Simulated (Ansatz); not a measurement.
`[SiH3]C[CH2][InH2]` + `OCS` → `OCSC[SiH3]` + `[CH3][InH2]`  (substitution at a C–C bond)

Isolated molecules relaxed with PBE0-D4/def2-TZVP in Ansatz; ΔE leaves out vibrations. CCSD(T)/CBS adds triple-zeta CCSD(T) − MP2 to the extrapolated MP2 energy (def2 sets, frozen cores). Functionals use def2-TZVPP. Elements past krypton have def2 core potentials. For In outer-core shells are correlated without core-valence functions, which leaves a few kJ/mol of doubt a bond. One conformer a species, not always the lowest.

`[SiH3]C[CH2][InH2]`:

Cartesian coordinates in Å:
```
Si 1.174 -0.951 -0.635
C 0.277 -0.674 0.980
C -1.088 -0.048 0.676
In -0.828 1.740 -0.552
H 2.614 -1.302 -0.525
H 0.484 -1.951 -1.491
H 1.085 0.365 -1.377
H 0.889 0.003 1.587
H 0.198 -1.610 1.546
H -1.731 -0.754 0.145
H -1.611 0.226 1.597
H -1.710 2.003 -2.013
H 0.247 2.952 0.064
```

`OCS`:

Cartesian coordinates in Å:
```
O 0.223 0.914 0.813
C 0.155 -0.309 0.124
S 0.210 -0.040 -1.648
H 0.150 0.732 1.755
H 1.022 -0.949 0.331
H -0.753 -0.866 0.377
H -1.007 0.518 -1.752
```

`OCSC[SiH3]`:

Cartesian coordinates in Å:
```
O -0.962 -0.344 2.209
C -0.468 -1.196 1.216
S 1.159 -0.736 0.587
C 0.749 0.858 -0.171
Si 0.048 0.625 -1.899
H -0.306 -0.295 2.911
H -1.198 -1.182 0.405
H -0.348 -2.228 1.564
H 0.071 1.397 0.496
H 1.678 1.431 -0.215
H -1.123 -0.289 -1.854
H -0.391 1.927 -2.476
H 1.092 0.033 -2.774
```

`[CH3][InH2]`:

Cartesian coordinates in Å:
```
C -0.729 -0.139 -0.684
In 0.812 0.169 0.788
H -1.379 0.731 -0.772
H -0.264 -0.321 -1.657
H -1.329 -1.016 -0.436
H 1.215 1.763 1.328
H 1.674 -1.186 1.433
```

```csv
level,ΔE (kJ/mol),difference from CCSD(T)/CBS
LDA (SPW92),-18.2,-1.7
PBE0-D4,-23.7,-7.2
r2SCANh-D4,-24.5,-8.0
BHLYP-D4,-23.5,-7.0
PBE-QIDH,-22.0,-5.5
PBE,-26.5,-10.0
PBE0,-24.4,-7.9
SCS-MP2/def2-QZVPP,-19.8,-3.3
HF/CBS(def2),-27.3,-10.8
MP2/CBS(def2),-18.3,-1.8
CCSD(T)/CBS,-16.5,0
```

Largest T1 diagnostic among the species: 0.013.

From BLYP to BHLYP (50 % exact exchange), in def2-TZVPP and without D4, ΔE moves by +4.1 kJ/mol. In def2-TZVPP, CCSD(T) changes the Hartree–Fock value by +8.7 kJ/mol (the triples alone add −0.6 kJ/mol) and MP2 by +6.9 kJ/mol. Leaving LDA and LC-ωPBE aside and taking each functional with its dispersion term where it has one, the values, not all of them listed here, spread over 6.5 kJ/mol, from BLYP-D4 to PBE-QIDH. LDA lies +8.3 kJ/mol from PBE without D4.

CCSD(T)/CBS has its own doubt, a few kJ/mol and more with outer-core shells, so smaller differences from it don't rank the levels.
